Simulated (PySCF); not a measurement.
**Excitation energy of Zn⁺ by level of theory**

Zn⁺ [Ar] 3d10 4s1 (2S) → Zn⁺ [Ar] 3d9 4s1 4p1 (high-spin determinant), as a difference of total energies. Calculation: PySCF 2.14, in aug-cc-pVTZ-PP with ECP10MDF (6s6p5d3f2g, 88 functions); a scalar-relativistic core potential. Correlated levels: valence: 3s2 3p6 frozen. The calculations carry no spin-orbit coupling.

| method | excitation energy (cm⁻¹) |
| --- | --- |
| UHF | 85483 |
| LDA | 112630 |
| PBE | 107440 |
| PBE0 | 103760 |
| r2SCAN | 101280 |
| r2SCANh | 100590 |
| CAM-B3LYP | 104580 |
| BLYP | 107310 |
| B3LYP | 105130 |
| MP2 (valence) | 108900 |
| SCS-MP2 (valence) | 107000 |

The determinant of the upper state mixes LS terms, which raises its energy above the lowest term, most at the Hartree-Fock and MP2 levels.
